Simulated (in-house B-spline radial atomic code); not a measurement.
A fraction x of an electron is removed from 5p in Er5+, starting from [Kr] 4d10 4f10 5s2 5p5 and keeping the highest spin. All numbers are computed (scalar-relativistic (X2C) SCAN, spin-polarised, spherical fractional occupations; Fermi nucleus of rms radius 5.2516 fm) with a B-spline radial code for spherical atoms, not measured.

| x | E(x) - E(0) (eV) | 5p down level (eV) |
| --- | --- | --- |
| 0 | 0.0000 | -85.947 |
| 0.06 | 5.1824 | -86.803 |
| 0.21 | 18.3678 | -89.023 |
| 0.31 | 27.3469 | -90.563 |
| 0.44 | 39.2516 | -92.588 |
| 0.5 | 44.8350 | -93.527 |
| 0.58 | 52.3675 | -94.785 |
| 0.75 | 68.7102 | -97.493 |
| 0.76 | 69.6859 | -97.654 |
| 0.99 | 92.5731 | -101.350 |
| 1 | 93.5874 | -101.508 |

The exact functional would give a straight line between the two integer points. Deviations E(x) - E(0) - x[E(1) - E(0)], in eV: -0.433 at x = 0.06, -1.286 at x = 0.21, -1.665 at x = 0.31, -1.927 at x = 0.44, -1.959 at x = 0.5, -1.913 at x = 0.58, -1.48 at x = 0.75, -1.441 at x = 0.76, -0.078 at x = 0.99.

The curve lies below the straight line by up to 1.959 eV (at x = 0.5): convex, the delocalisation error that favours fractional charges.

Question: How well does Slater's transition state (minus the level at half occupation) give the ionisation energy?

Answer: It gives 93.527 eV against 93.587 eV from the two total energies; NIST lists 96.00 eV, ground level to ground level.
